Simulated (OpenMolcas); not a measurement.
**neutral lutetium: CASPT2 settings compared**

```yaml
Program: OpenMolcas 26.06
Basis: ANO-RCC-VDZ [7s6p4d2f]
Scalar_Hamiltonian: DKH2, point nucleus
Active_space: 3 electrons in 6 orbitals (5d 6s)
State_averaging: 2S+1 = 2 even, 29 roots; 2S+1 = 4 even, 10 roots kept (CI in the orbitals of an earlier block)
Spin-orbit_coupling: RASSI with atomic mean-field integrals over the reference wave functions, term energies averaged over their components
```

Methods on the same reference wave functions:
A. CASSCF
B. SS-CASPT2, IPEA 0.5 Eh, no level shift (closed shells correlated: 5s 5p)
C. SS-CASPT2, IPEA 0.3 Eh, real shift 0.15 Eh (closed shells correlated: 5s 5p)
D. SS-CASPT2, IPEA 0 Eh, imaginary shift 0.4 Eh (closed shells correlated: 4f 5s 5p)
E. MS-CASPT2, IPEA 0 Eh, imaginary shift 0.4 Eh (closed shells correlated: 4f 5s 5p)
F. MS-CASPT2, IPEA 0.5 Eh, no level shift (closed shells correlated: 5s 5p)

Energies in cm-1 above 5d 6s2 2D 3/2, the measured ground level; measured values from NIST Handbook of Basic Atomic Spectroscopic Data.

```csv
Level,A,B,C,D,E,F,Measured
5d 6s2 2D 3/2,0.0,0.0,0.0,0.0,0.0,0.0,0.0
5d 6s2 2D 5/2,1896,1896,1896,1896,1935,1959,1994
5d2 6s 4F 3/2,14649,19150,19070,18420,18500,19400,18851
5d2 6s 4F 5/2,15346,19870,19780,19120,19200,20110,19403
5d2 6s 4F 7/2,16327,20880,20800,20110,20200,21130,20247
5d2 6s 4F 9/2,17524,22090,22000,21310,21400,22340,21242
5d2 6s 4P 1/2,22185,25740,25500,25140,25220,25990,21472
5d2 6s 4P 3/2,22535,25970,25760,25470,25560,26250,22468
5d2 6s 2D 3/2,26147,27140,27100,28240,28400,27610,24518
```

Deviations, from unrounded energies. A percentage is the sum of absolute deviations over the sum of measured energies, with the sign that they share, or ± where signs differ.

```
                  Against measurement  Levels      A     B     C     D     E     F
       mean absolute deviation (cm-1)       8   2300  1600  1500  1400  1400  1800
fine structure of the ground term (%)       1   -4.9  -4.9  -4.9  -4.9  -3.0  -1.7
             other configurations (%)       7  ±12.4  +8.5  +8.0  ±7.6  ±7.7  +9.9
```

C, D, E lie about equally close to measurement and A furthest from it. The largest miss of D in the table is 5d2 6s 2D 3/2, by +3700 cm-1. The ranking rests on the paired levels alone, and a cruder setting can come out closer through cancelling errors.

Among B to F the level of the table that moves most is 5d2 6s 2D 3/2, by 1300 cm-1 (lowest in C, highest in E). Moves below CASPT2's spread within the term are not significant.

The mean deviations of B to F differ by less than CASPT2's widest spread within a term (550 cm-1), so their order carries little weight.

The lowest spin-free term lies below A's lowest term by 0.165 hartree in B, 0.167 hartree in C, 0.668 hartree in D, 0.668 hartree in E, 0.166 hartree in F.

CASPT2 does not keep the components of a term degenerate, so their means are used; among the terms shown or strongly mixed into the levels shown the widest spread is 550 cm-1 (5d2 6s 2D, F). Over all roots computed the reference weight is 0.84 to 0.97 in B, 0.84 to 0.97 in F; the roots of lowest weight are the least certain, and an intruder state may touch them. Terms from blocks run as CI alone lack orbitals of their own. A single d shell beside an s shell can misplace configurations of different d count against each other. Without dynamic correlation excited terms often stand tens of per cent too high (terms of higher spin than the ground term too low), and those without a measured partner can miss by more than the paired ones (holds for A). Some levels mix across a computed gap that differs much from the measured one, so their mixing is not that of the real levels (holds for B; C; F). Computed and measured levels are paired by configuration, term and J; levels that our copy of the source lacks, or whose pairing is in doubt (as where it misses far off the trend of its configuration), stay unpaired and out of the deviations. Only configurations of the active space appear. Levels that lie high or do not pair safely by name in every column are left out.
